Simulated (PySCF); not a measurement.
BrFTe, singlet, at a GFN2-xTB geometry (core potentials on Te); DF-CAMB3LYP/def2-QZVPPD in PySCF.

Input for PySCF:
```python
from pyscf import gto, scf, dft

mol = gto.M(
    atom='''
Te    0.394685   -0.345978    0.727455
F     1.498550   -1.262291   -0.648293
Br   -0.971730    0.838613   -0.914086
''',
    basis='def2-qzvppd',
    ecp={'Te': 'def2-qzvppd'},
    charge=0,
    spin=0,
    verbose=4,
    max_memory=1800,
)

mf = dft.RKS(mol)
mf.xc = 'camb3lyp'
mf = mf.density_fit(auxbasis='def2-universal-jkfit')
mf.kernel()
```

What the program printed (banner, timings and long lists left out):

```
PySCF version 2.14.0

[INPUT] verbose = 4
[INPUT] num. atoms = 3
[INPUT] num. electrons = 68
[INPUT] charge = 0
[INPUT] spin (= nelec alpha-beta = 2S) = 0
[INPUT] symmetry False subgroup None
[INPUT] Mole.unit = angstrom
[INPUT] Symbol           X                Y                Z      unit          X                Y                Z       unit  Magmom
[INPUT]  1 Te     0.394685000000  -0.345978000000   0.727455000000 AA    0.745846555474  -0.653803665125   1.374690717945 Bohr   0.0
[INPUT]  2 F      1.498550000000  -1.262291000000  -0.648293000000 AA    2.831849083967  -2.385384279503  -1.225096218473 Bohr   0.0
[INPUT]  3 Br    -0.971730000000   0.838613000000  -0.914086000000 AA   -1.836303567024   1.584748894500  -1.727372194299 Bohr   0.0

nuclear repulsion = 290.737995069897
number of shells = 75
number of NR pGTOs = 426
number of NR cGTOs = 255
basis = def2-qzvppd
ecp = {'Te': 'def2-qzvppd'}

******** <class 'pyscf.df.df_jk.DFRKS'> ********
method = DFRKS
initial guess = minao
damping factor = 0
level_shift factor = 0
DIIS = <class 'pyscf.scf.diis.CDIIS'>
diis_start_cycle = 1
diis_space = 8
diis_damp = 0
SCF conv_tol = 1e-09
SCF conv_tol_grad = None
SCF max_cycles = 50
direct_scf = False
XC library pyscf.dft.libxc version 7.1.2
    S. Lehtola, C. Steigemann, M. J. T. Oliveira, and M. A. L. Marques,  SoftwareX 7, 1–5 (2018)
XC functionals = camb3lyp
    T. Yanai, D. P. Tew, and N. C. Handy,  Chem. Phys. Lett. 393, 51 (2004)
radial grids:
    Treutler-Ahlrichs [JCP 102, 346 (1995); DOI:10.1063/1.469408] (M4) radial grids

becke partition: Becke, JCP 88, 2547 (1988); DOI:10.1063/1.454033
pruning grids: <function nwchem_prune>
grids dens level: 3
symmetrized grids: False
atomic radii adjust function: <function treutler_atomic_radii_adjust>
small_rho_cutoff = 0
Set gradient conv threshold to 3.16228e-05
Initial guess from minao.
tot grids = 56648
******** <class 'pyscf.df.df.DF'> ********
auxbasis = def2-universal-jkfit
Create RSH-DF object <pyscf.df.df.DF object> for omega=0.33
******** <class 'pyscf.df.df.DF'> ********
auxbasis = auxmol.basis = def2-universal-jkfit
init E= -2895.45580982254
  HOMO = -0.652057375013892  LUMO = -0.642132565659993  gap/eV = 0.27007
cycle= 1 E= -2938.92738542538  delta_E= -43.5  |g|=  4.2  |ddm|= 35.7
  HOMO = -0.123563617283512  LUMO = -0.119574937300042  gap/eV = 0.10854
cycle= 2 E= -2911.59666516484  delta_E= 27.3  |g|= 8.27  |ddm|= 9.97
  HOMO = -0.24698422778956  LUMO = -0.152030315852393  gap/eV = 2.58383
cycle= 3 E= -2940.32605587522  delta_E= -28.7  |g|= 3.01  |ddm|= 8.69
  HOMO = -0.241498988457026  LUMO = -0.12851148859651  gap/eV = 3.07455
cycle= 4 E= -2942.17014080628  delta_E= -1.84  |g|= 0.678  |ddm|= 1.92
  HOMO = -0.245468748163723  LUMO = -0.0553326445696045  gap/eV = 5.17387
cycle= 5 E= -2942.15936834426  delta_E= 0.0108  |g|= 0.726  |ddm|= 0.659
  HOMO = -0.271927589703731  LUMO = -0.0672723221778442  gap/eV = 5.56895
cycle= 6 E= -2942.23451135367  delta_E= -0.0751  |g|= 0.248  |ddm|= 0.204
  HOMO = -0.296484103701588  LUMO = -0.0825828625684535  gap/eV = 5.82055
cycle= 7 E= -2942.25158178703  delta_E= -0.0171  |g|= 0.0718  |ddm|= 0.233
  HOMO = -0.296546028352103  LUMO = -0.0791013521501511  gap/eV = 5.91697
cycle= 8 E= -2942.25226535586  delta_E= -0.000684  |g|= 0.0317  |ddm|= 0.0512
  HOMO = -0.295620858200662  LUMO = -0.0771326950681319  gap/eV = 5.94537
cycle= 9 E= -2942.25244033663  delta_E= -0.000175  |g|= 0.00457  |ddm|= 0.0161
  HOMO = -0.294957392023464  LUMO = -0.0764053730379648  gap/eV = 5.94710
cycle= 10 E= -2942.25245118157  delta_E= -1.08e-05  |g|= 0.00272  |ddm|= 0.00736
  HOMO = -0.295068098608422  LUMO = -0.0764430908145959  gap/eV = 5.94909
cycle= 11 E= -2942.25245351643  delta_E= -2.33e-06  |g|= 0.000647  |ddm|= 0.00287
  HOMO = -0.295083590534164  LUMO = -0.076460648956965  gap/eV = 5.94903
cycle= 12 E= -2942.25245373903  delta_E= -2.23e-07  |g|= 0.000311  |ddm|= 0.001
  HOMO = -0.29507438986662  LUMO = -0.0764522806303227  gap/eV = 5.94901
cycle= 13 E= -2942.2524537723  delta_E= -3.33e-08  |g|= 6.12e-05  |ddm|= 0.000394
  HOMO = -0.295072166345425  LUMO = -0.0764526298832597  gap/eV = 5.94894
cycle= 14 E= -2942.25245377529  delta_E= -2.99e-09  |g|= 1.84e-05  |ddm|= 0.000131
  HOMO = -0.2950724540436  LUMO = -0.0764534500041281  gap/eV = 5.94893
cycle= 15 E= -2942.25245377543  delta_E= -1.44e-10  |g|= 6.34e-06  |ddm|= 2.81e-05
  HOMO = -0.295072336886556  LUMO = -0.0764536199198751  gap/eV = 5.94892
Extra cycle  E= -2942.25245377544  delta_E= -8.64e-12  |g|= 7.3e-06  |ddm|= 8.67e-06
converged SCF energy = -2942.25245377544
```
